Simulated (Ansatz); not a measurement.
Reaction (SMILES): C[N](C)[GeH3] + H+ -> C[NH+](C)[GeH3]
Each molecule is optimised on its own at B3LYP-D3(BJ)/def2-TZVP (Ansatz, a first-principles code). Frequencies are from Ansatz.

Wanted: proton affinity (0 K, with B3LYP-D3(BJ) harmonic zero-point energies), positive where the reaction releases energy, in eV. Cores are frozen in the correlated levels unless marked. No spin-orbit coupling. The frozen core is the preceding noble-gas configuration, with the filled d and f shells of earlier blocks. Non-relativistic. Basis-set limits of correlation are two-point, X^-3; Hartree-Fock from the larger set.

| level | program | proton affinity (eV) |
|---|---|---|
| BLYP-D4/def2-TZVPD | Ansatz + dftd4 | 9.74 |
| revPBE-D3(BJ)/def2-TZVPD | Ansatz + dftd3 | 9.92 |
| revPBE/def2-TZVPD | Ansatz | 9.83 |
| B3LYP-D3(BJ)/def2-TZVPD | Ansatz + dftd3 | 9.88 |
| PBE0-D3(BJ)/def2-TZVPD | Ansatz + dftd3 | 9.85 |
| PBE0-D4/def2-TZVPD | Ansatz + dftd4 | 9.80 |
| BHLYP/def2-TZVPD | Ansatz | 9.89 |
| HSE06-D4/def2-TZVPD | Ansatz + dftd4 | 9.80 |
| LC-wPBE-D3(BJ)/def2-TZVPD | Ansatz + dftd3 | 9.90 |
| B2GP-PLYP-D4/def2-TZVPD | Ansatz + dftd4 | 9.79 |
| B2GP-PLYP/def2-TZVPD | Ansatz | 9.80 |
| B2PLYP-D3(BJ)/def2-TZVPD | Ansatz + dftd3 | 9.82 |
| B2PLYP/def2-TZVPD | Ansatz | 9.79 |
| RPA@PBE/cc-pVTZ | Ansatz | 10.10 |
| RPA@PBE/cc-pVQZ | Ansatz | 10.04 |
| MP2/cc-pVDZ | Ansatz | 9.95 |
| MP2/cc-pVTZ | Ansatz | 9.85 |
| RI-MP2/cc-pVQZ | Ansatz | 9.80 |
| CCSD(T)/STO-3G | Ansatz | 12.70 |
| CCSD(T)/6-31G* | Ansatz | 10.00 |
| CCSD(T)/CBS(cc-pVTZ,cc-pVQZ) | Ansatz | 9.85 |
